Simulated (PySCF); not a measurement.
Worked example: refractive index and permittivity of the vapour

TeFCl, SMILES F[Te]Cl.

Coordinates come from a B3LYP-D3(BJ)/def2-TZVP optimisation. The def2 effective core potentials stand for the cores of Te; spin–orbit coupling is left out.

ωB97X/def2-TZVPD (PySCF) gives a mean static polarisability of 53.9 bohr³ and a dipole moment of 2.51 D. Take an ideal gas at 298.15 K and 0.01 bar, whether or not the substance is that volatile.

Problem. Work out n − 1 in the optical limit and the static ε − 1.

Solution. 
Polarisability volume α' = 53.9 × 0.148185 = 7.99 Å³. Number density N = p/kT = 2.43e-7 Å⁻³.
Dilute limit of Lorentz–Lorenz: n − 1 = 2π N α' = 1.2e-5.
Orientation term of Debye: μ²/(3kT) = 8.098 Å³ × μ²(D²) = 51.02 Å³.
ε − 1 = 4π N (α' + μ²/3kT) = 0.00018. Orientation of the dipole supplies 86 % of the static response; it can't follow optical fields. Vibrational polarisation and dispersion are left out.
